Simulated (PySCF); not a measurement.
# Vanadium: a sound run and one with changed settings

Sound run: V [Ar] 3d3 4s2, V⁺ [Ar] 3d4. Calculation: PySCF 2.14, in def2-SVP (5s3p2d1f, 31 functions); the non-relativistic Hamiltonian (point nucleus). The sound run starts from symmetry-adapted Hartree-Fock orbitals and uses a fine grid where one is needed.

Changed run: radial step 1.2 in ln r (0.13 in the sound run). This setting is unsound on purpose.

```csv
species,method,sound run (hartree),changed run (hartree),converged
V,UHF,-942.75223,-942.75223,yes
V,M06-L,-943.71224,-937.15204,yes
V,PBE0,-943.55419,-939.42958,yes
V⁺,UHF,-942.53004,-942.53004,yes
V⁺,M06-L,-943.47957,-937.11737,yes
V⁺,PBE0,-943.32617,-939.32343,yes
```

Ionisation energy of V:

```
method  sound run (eV)  changed run (eV)
   UHF           6.046             6.046
 M06-L             n/a             0.944
  PBE0           6.205             2.888
```

A coarse radial grid mis-integrates the density and the exchange-correlation energy, with errors of either sign; Hartree-Fock needs no grid.

For comparison, NIST gives 6.746 eV between the lowest levels.
